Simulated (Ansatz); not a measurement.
`CBNBN` + H₂S → `CBS` + `NBN`  (ligand exchange at a B–N bond)

Program: Ansatz. Geometries: PBE0-D4/def2-TZVP. ΔE: electronic, gas phase. CBS: MP2 limit from def2 TZ/QZ plus the TZ coupled-cluster correction, frozen cores. This one scheme is used for every species. Functionals use def2-TZVPP. B3LYP here is the variant with VWN-RPA as its local correlation; programs differ in this. One conformer a species, not always the lowest.

```
             level  ΔE (kcal/mol)  difference from CCSD(T)/CBS
         revPBE-D4            5.1                         -2.0
           BLYP-D4            6.6                         -0.5
          B3LYP-D4            6.9                         -0.2
        r2SCAN0-D4            6.0                         -1.1
            B2PLYP            6.6                         -0.5
              BLYP            5.9                         -1.2
            r2SCAN            5.3                         -1.8
           r2SCAN0            5.8                         -1.3
             BHLYP            7.3                          0.2
  CCSD(T)/def2-SVP            9.0                          1.9
   CCSD/def2-TZVPP            7.7                          0.6
     HF/def2-QZVPP            8.2                          1.1
SCS-MP2/def2-QZVPP            7.1                          0.0
      HF/CBS(def2)            8.2                          1.1
     MP2/CBS(def2)            6.2                         -0.9
    CCSD/CBS(def2)            7.4                          0.3
       CCSD(T)/CBS            7.1                            0
```

Largest T1 diagnostic among the species: 0.013.

From BLYP to BHLYP (50 % exact exchange), in def2-TZVPP and without D4, ΔE moves by +1.4 kcal/mol. At CCSD(T), def2-SVP lies +1.9 kcal/mol from the extrapolated value and def2-TZVPP +0.4 kcal/mol.
